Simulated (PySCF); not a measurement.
Excitation energies in several basis sets

Species: C₂H₉BS.
Geometry (PBE0-D3(BJ)/def2-SVP, Å), atoms numbered from 1 in this order:
```xyz
13
C2H9BS angstrom
B     -0.445    1.660    0.344
S     -0.172   -0.190    0.878
C      1.514   -0.535    0.356
C     -1.093   -1.127   -0.350
H     -0.129    1.702   -0.837
H      0.296    2.269    1.100
H     -1.631    1.835    0.574
H      1.648   -0.222   -0.689
H      1.740   -1.602    0.486
H      2.170    0.064    1.001
H     -0.826   -0.778   -1.357
H     -0.895   -2.201   -0.232
H     -2.156   -0.924   -0.165
```

TDDFT with PBE0 (PySCF), vertical singlets, core orbitals frozen in the response, spherical d and f functions. Geometry: PBE0-D3(BJ)/def2-SVP; no solvent, vibrations or thermal averaging.

| basis | functions | diffuse | S1 (eV) | S2 (eV) | S3 (eV) | S4 (eV) | S5 (eV) | LUMO (eV) | α (au) |
| --- | --- | --- | --- | --- | --- | --- | --- | --- | --- |
| 6-31G* | 78 | no | 7.05 | 7.66 | 7.70 | 8.23 | 8.42 | 0.85 | 55.2 |
| 6-31+G* | 94 | yes | 6.74 | 6.91 | 7.32 | 7.36 | 7.39 | 0.04 | 61.2 |
| def2-SVP | 105 | no | 7.17 | 7.81 | 7.81 | 7.98 | 8.18 | 0.87 | 56.9 |
| def2-SVPD | 159 | yes | 6.83 | 7.07 | 7.44 | 7.47 | 7.59 | 0.29 | 66.9 |
| aug-cc-pVDZ | 177 | yes | 6.62 | 6.69 | 7.10 | 7.22 | 7.29 | -0.30 | 68.2 |
| def2-TZVP | 184 | no | 6.79 | 7.43 | 7.44 | 7.57 | 7.77 | 0.45 | 64.7 |
| def2-TZVPD | 238 | yes | 6.62 | 6.78 | 7.24 | 7.31 | 7.32 | -0.08 | 68.3 |

Task: How much do these states and the polarisability depend on the basis?

Result: States are compared by their number. Against the largest diffuse basis here (def2-TZVPD, itself not a converged limit), sets without diffuse functions differ by up to 0.55 eV in S1 and 1.11 eV in S5; the smaller diffuse sets differ by up to 0.20 and 0.28 eV. State by state, the largest deviation of a set without diffuse functions is S1 0.55, S2 1.02, S3 0.57, S4 0.92, S5 1.11 eV. The same number needn't mean the same state in each row. Against def2-TZVPD the polarisability deviates by -19% in 6-31G*, -10% in 6-31+G*, -17% in def2-SVP, -2% in def2-SVPD, 0% in aug-cc-pVDZ, -5% in def2-TZVP. A single + in a Pople set puts diffuse functions on heavy atoms only.

Without π bonds the low states are Rydberg-like; a valence basis with one diffuse set may place them up to an eV too high.
